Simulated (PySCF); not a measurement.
C3H4O2Si, SMILES C=C1[SiH2]C(=O)O1. Geometry optimised at PBE-D3(BJ)/def2-SVP. The structure was generated by enumeration, and PubChem lists no compound with its InChIKey, so it may never have been made.

Computed equilibrium geometry at PBE-D3(BJ)/def2-SVP (PySCF confirms it by a frequency run) as a Z-matrix, and its point group:
point group Cs.
```
C
C 1 1.3398
H 2 1.0986 1 120.07
H 2 1.1014 3 118.60 1 -180.00
O 1 1.4169 2 122.47 3 -180.00
C 5 1.4159 1 103.51 2 180.00
O 6 1.1957 5 123.34 1 180.00
Si 1 1.8922 2 143.10 3 0.00
H 8 1.5008 1 118.14 2 -68.85
H 8 1.5008 9 110.65 1 -140.64
```
Charge 0, spin multiplicity 1.
